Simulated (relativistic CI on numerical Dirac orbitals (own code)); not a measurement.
## Line list: Electric-dipole lines, I XVII

Calculated at this level of theory: Dirac-Coulomb-Breit CI, KLI orbitals optimised for each configuration, model QED, unscaled Slater integrals (own radial code, finite nucleus).

Configuration list (outside the closed core [Ar] 3d10): 4s2.4p6.4d, 4s2.4p5.4d2, 4s2.4p6.4f, 4s.4p6.4d2, 4s2.4p5.4d.4f, 4s2.4p6.5s, 4s2.4p6.5p, 4s.4p6.4d.4f, 4s2.4p6.5d, 4s2.4p5.4d.5s, 4s2.4p6.5f, 4p6.4d3, 4p5.4d4, 4p5.4d3.4f. Double excitations out of closed p, d and f shells are left out; levels of such configurations are missing from the list, as are those of other unlisted configurations, and high levels can miss mixing partners. These lack a partner that the ground configuration has and come out too high: 4s2.4p5.4d.5s.

```
λ vac (Å)                      Lower                        Upper   A (s⁻¹)  E lower (eV)  E upper (eV)
   106.14      4s2.4p6.4d 2D_3/2 [1]     4s2.4p5.4d2 2D°_3/2 [47]  9.27e+11         0.000       116.815
   106.77      4s2.4p6.4d 2D_3/2 [1]     4s2.4p5.4d2 2P°_3/2 [46]  3.16e+11         0.000       116.124
   107.55      4s2.4p6.4d 2D_5/2 [2]     4s2.4p5.4d2 2F°_7/2 [49]  1.05e+12         2.473       117.758
   107.81      4s2.4p6.4d 2D_5/2 [2]     4s2.4p5.4d2 2D°_5/2 [48]  1.20e+12         2.473       117.477
   108.43      4s2.4p6.4d 2D_5/2 [2]     4s2.4p5.4d2 2D°_3/2 [47]  3.11e+11         2.473       116.815
   109.09      4s2.4p6.4d 2D_5/2 [2]     4s2.4p5.4d2 2P°_3/2 [46]  6.09e+11         2.473       116.124
   109.69      4s2.4p6.4d 2D_3/2 [1]     4s2.4p5.4d2 2F°_5/2 [45]  1.01e+12         0.000       113.028
   109.92      4s2.4p6.4d 2D_3/2 [1]     4s2.4p5.4d2 2P°_1/2 [44]  8.08e+11         0.000       112.792
   116.61   4s2.4p5.4d2 2G°_9/2 [25]  4s2.4p5.4d.4f 2H_11/2 [152]  5.35e+11        88.371       194.697
   117.05  4s2.4p5.4d2 2H°_11/2 [20]  4s2.4p5.4d.4f 2I_13/2 [138]  4.86e+11        85.008       190.933
   117.22    4s2.4p5.4d2 4D°_5/2 [5]   4s2.4p5.4d.4f 4F_7/2 [110]  1.74e+11        77.394       183.160
   117.49   4s2.4p5.4d2 2G°_9/2 [41]  4s2.4p5.4d.4f 2H_11/2 [190]  4.72e+11       101.334       206.861
   119.25    4s2.4p5.4d2 4D°_7/2 [6]   4s2.4p5.4d.4f 4F_9/2 [108]  2.02e+11        78.893       182.862
   120.48    4s2.4p5.4d2 4G°_7/2 [8]   4s2.4p5.4d.4f 4H_9/2 [107]  2.82e+11        79.813       182.719
   120.83    4s2.4p5.4d2 4G°_9/2 [9]  4s2.4p5.4d.4f 4H_11/2 [106]  3.52e+11        79.965       182.577
   121.12   4s2.4p5.4d2 2G°_7/2 [14]   4s2.4p5.4d.4f 2H_9/2 [121]  3.02e+11        83.278       185.644
   121.72  4s2.4p5.4d2 4G°_11/2 [10]  4s2.4p5.4d.4f 4H_13/2 [105]  3.85e+11        80.611       182.467
   122.04   4s2.4p5.4d2 4F°_9/2 [18]  4s2.4p5.4d.4f 4G_11/2 [122]  4.13e+11        84.536       186.131
   125.39   4s2.4p5.4d2 2F°_5/2 [45]   4s2.4p5.4d.4f 2G_7/2 [193]  7.85e+11       113.028       211.908
   127.19   4s2.4p5.4d2 2F°_7/2 [49]   4s2.4p5.4d.4f 2G_9/2 [200]  7.79e+11       117.758       215.238
```

Terms are leading LS components. Brackets give the number of a level in order of energy, since labels repeat. The list gives strong lines, with weight on those to low levels, without lines whose two gauges differ by over a factor of 2.5, among the lowest 200 of 1626 levels, so that lines to higher ones, which can be the strongest, are missing. Levels whose partners in the same complex of configurations lie outside the list can be far off, and so can their lines. Rates are taken at the computed energies, electric ones in the length gauge.

At this charge energies of transitions that change n are usually good to better than 1 %, and those within a shell (Δn = 0) to a few per cent.

LS names give the leading component of a level, which can be under half, so a name can repeat, a term be missing and a line seem to break the LS rules.
